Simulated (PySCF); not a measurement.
**Radial density of Al (aluminium, neutral)**

UHF, [Ne] 3s1 3p2, 3s spin antiparallel (an excited configuration). All numbers are calculated (PySCF 2.14, the spin-free X2C one-electron Hamiltonian (Gaussian nucleus), in x2c-TZVPPall (5s5p3d1f, 42 functions)).

```json
{"r (bohr)": "0.00227", "4πr²ρ (e/bohr)": "0.09508", "4πr²(ρα − ρβ)": "-0.0002"}
{"r (bohr)": "0.00382", "4πr²ρ (e/bohr)": "0.2553", "4πr²(ρα − ρβ)": "-0.0005"}
{"r (bohr)": "0.00643", "4πr²ρ (e/bohr)": "0.6557", "4πr²(ρα − ρβ)": "-0.0013"}
{"r (bohr)": "0.0108", "4πr²ρ (e/bohr)": "1.625", "4πr²(ρα − ρβ)": "-0.0032"}
{"r (bohr)": "0.0182", "4πr²ρ (e/bohr)": "3.738", "4πr²(ρα − ρβ)": "-0.0073"}
{"r (bohr)": "0.0306", "4πr²ρ (e/bohr)": "7.596", "4πr²(ρα − ρβ)": "-0.0144"}
{"r (bohr)": "0.0515", "4πr²ρ (e/bohr)": "12.46", "4πr²(ρα − ρβ)": "-0.0210"}
{"r (bohr)": "0.0866", "4πr²ρ (e/bohr)": "14.52", "4πr²(ρα − ρβ)": "-0.0123"}
{"r (bohr)": "0.146", "4πr²ρ (e/bohr)": "10.74", "4πr²(ρα − ρβ)": "0.0249"}
{"r (bohr)": "0.245", "4πr²ρ (e/bohr)": "8.790", "4πr²(ρα − ρβ)": "0.0415"}
{"r (bohr)": "0.412", "4πr²ρ (e/bohr)": "12.61", "4πr²(ρα − ρβ)": "-0.0059"}
{"r (bohr)": "0.693", "4πr²ρ (e/bohr)": "8.835", "4πr²(ρα − ρβ)": "-0.0007"}
{"r (bohr)": "1.17", "4πr²ρ (e/bohr)": "1.936", "4πr²(ρα − ρβ)": "-0.0690"}
{"r (bohr)": "1.96", "4πr²ρ (e/bohr)": "0.9884", "4πr²(ρα − ρβ)": "-0.0128"}
{"r (bohr)": "3.30", "4πr²ρ (e/bohr)": "0.7844", "4πr²(ρα − ρβ)": "0.3514"}
{"r (bohr)": "5.55", "4πr²ρ (e/bohr)": "0.1777", "4πr²(ρα − ρβ)": "0.1551"}
{"r (bohr)": "9.33", "4πr²ρ (e/bohr)": "0.002207", "4πr²(ρα − ρβ)": "0.0022"}
```

Densities and radii are taken from the X2C orbitals without a picture-change correction, which distorts them close to the nucleus.

With the s spin flipped the determinant is a mixture of two multiplicities, not a spectroscopic state.
